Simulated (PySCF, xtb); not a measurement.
C2H3ClFGa, SMILES [CH](=C)[Ga]([F])[Cl].

GFN2-xTB (xtb 6.7.1) at its own geometry gives an orbital gap of 4.10 eV and a dipole moment of 4.31 D.

Geometry optimised at ωB97X-D3(BJ)/def2-SVP. The structure was generated by enumeration; whether it is a known compound was not checked. One conformer was computed; it need not be the lowest.

**Question.** What does CAM-B3LYP/def2-TZVP (PySCF) give? (Estimate from the structure and the level; the computed values follow.)

**Answer.** gap 9.34 eV (levels -10.12 and -0.78 eV), dipole 3.35 D.
